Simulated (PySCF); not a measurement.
# Working out the ionisation energy of Ga

Ga [Ar] 3d10 4s2 4p1 (2P) → Ga⁺ [Ar] 3d10 4s2 (1S). All numbers are calculated (PySCF 2.14, a scalar-relativistic core potential, in aug-cc-pVQZ-PP with one added diffuse shell each of s, p, d, f, g type with ECP10MDF (8s7p6d4f3g, 114 functions)). Frozen: 3s2 3p6 3d10. Energies in hartree (1 hartree = 27.21139 eV):

```json
{"part": "UHF", "Ga (lower)": "-258.303228", "Ga⁺ (upper)": "-258.099819"}
{"part": "MP2 opposite-spin", "Ga (lower)": "-0.033598", "Ga⁺ (upper)": "-0.027695"}
{"part": "MP2 same-spin", "Ga (lower)": "-0.002656", "Ga⁺ (upper)": "0.000000"}
```

Q: What does Hartree-Fock give?

A: (-258.099819) − (-258.303228) = 0.203409 hartree = 5.535 eV.

Q: What do MP2 and SCS-MP2 (6/5 opposite-spin, 1/3 same-spin) give?

A: The opposite-spin parts differ by 0.161 eV and the same-spin parts by 0.072 eV. MP2: 5.535 + (0.161) + (0.072) = 5.768 eV. SCS-MP2: 5.535 + 1.2 × (0.161) + (0.072)/3 = 5.752 eV.

Measured between the centres of the two terms (NIST): 5.931 eV, so MP2 (valence) is off by -0.163 eV.

What remains against the reference includes basis incompleteness, the frozen core and correlation beyond second order.
